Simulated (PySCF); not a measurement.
Cd(Me)2 cation (C2H6Cd), SMILES [Cd]([CH3])[CH3] (connectivity only; charge and spin as stated), charge +1, multiplicity 2.

Geometry: r2SCAN-D4/def2-SVP. The multiplicity is an assumed one; other spin states were not compared. The isomer is the one that the SMILES or the coordinates give; other isomers of the formula were not compared. The def2 effective core potentials stand for the cores of Cd; spin–orbit coupling is left out.

The numbers are results of TDA-PBE/def2-SVPD (PySCF), not measurements.

Vertical excitations; the highest root listed may be one member of a degenerate set. Gas-phase values at a fixed geometry.

**Question.** Estimate the UV-visible absorptions. (The exact figures need the calculation; the answer reports its results.)

**Answer.** 
```tsv
state	energy (eV)	λ (nm)	f	main pairs
root 1	2.50	495	0.163	α HOMO→LUMO 12 %, β HOMO→LUMO 86 %
root 2	4.16	298	0.001	β HOMO−1→LUMO (degenerate set)
root 3	4.16	298	0.001	β HOMO−2→LUMO (degenerate set)
root 4	4.38	283	0.000	β HOMO−3→LUMO (degenerate set)
root 5	4.38	283	0.000	β HOMO−4→LUMO (degenerate set)
root 6	6.12	203	0.000	α HOMO−1→LUMO 45 %, β HOMO→LUMO+1 54 %
root 7	6.33	196	0.000	α HOMO→LUMO+1 (degenerate set)
root 8	6.33	196	0.000	α HOMO→LUMO+2 (degenerate set)
root 9	6.34	196	0.522	α HOMO→LUMO 70 %, β HOMO−7→LUMO 19 %, β HOMO→LUMO 7 %
root 10	6.64	187	0.015	α HOMO−1→LUMO+1 30 %, β HOMO→LUMO+2 69 %
```
Unrestricted roots are not spin-pure.
